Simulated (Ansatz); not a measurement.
C₅H₁₄InN (`C[CH2][In]([NH2])[CH](C)C`). The species carries charge 0 and has multiplicity 1. In: def2 effective core potential. Geometry: relaxed with PBE0-D4/def2-TZVP. It is one conformer, not always the lowest.

```xyz
21

C     2.349    1.229   -1.525
C     1.113    0.623   -2.177
In   -0.313   -0.266   -0.812
N    -2.067   -0.822   -1.657
C    -0.234   -0.661    1.330
C    -1.547   -1.245    1.831
C     0.164    0.582    2.118
H     2.090    2.038   -0.835
H     2.911    0.489   -0.949
H     3.037    1.649   -2.267
H     1.395   -0.160   -2.888
H     0.569    1.374   -2.757
H    -2.829   -1.247   -1.156
H    -2.300   -0.706   -2.630
H     0.554   -1.412    1.456
H    -2.378   -0.546    1.694
H    -1.493   -1.471    2.905
H    -1.812   -2.171    1.315
H     1.134    0.979    1.807
H     0.228    0.361    3.191
H    -0.571    1.386    2.007
```

Question: What is the dipole moment at PBE/def2-TZVPP? (Estimate.)

Answer: Ansatz gave: 0.28 D, with components (0.28, -0.01, -0.03) D in this frame, pointing from negative to positive charge.

Question: And with r2SCAN, B3LYP, ωB97M-V? (An estimate is asked.)

Answer: Ansatz gave: r2SCAN 0.34 D, B3LYP 0.38 D, ωB97M-V 0.40 D.

Question: Give the Mulliken charges with PBE, r2SCAN, ωB97M-V in def2-TZVPP. (An estimate is asked.)

Answer: The calculation gave: 
| atom | PBE | r2SCAN | ωB97M-V |
| --- | --- | --- | --- |
| C1 | -0.26 | -0.14 | -0.33 |
| C2 | -0.35 | -0.27 | -0.42 |
| In3 | 0.60 | 0.62 | 0.67 |
| N4 | -0.51 | -0.57 | -0.50 |
| C5 | -0.17 | -0.11 | -0.28 |
| C6 | -0.27 | -0.18 | -0.35 |
| C7 | -0.28 | -0.17 | -0.34 |
| H8 | 0.08 | 0.04 | 0.10 |
| H9 | 0.08 | 0.04 | 0.10 |
| H10 | 0.08 | 0.04 | 0.11 |
| H11 | 0.09 | 0.06 | 0.12 |
| H12 | 0.09 | 0.06 | 0.12 |
| H13 | 0.14 | 0.15 | 0.11 |
| H14 | 0.14 | 0.15 | 0.11 |
| H15 | 0.07 | 0.03 | 0.11 |
| H16 | 0.08 | 0.05 | 0.12 |
| H17 | 0.07 | 0.03 | 0.10 |
| H18 | 0.08 | 0.05 | 0.11 |
| H19 | 0.09 | 0.05 | 0.11 |
| H20 | 0.07 | 0.03 | 0.10 |
| H21 | 0.08 | 0.05 | 0.11 |

B3LYP here is the variant with VWN-RPA as its local correlation; programs differ in this.
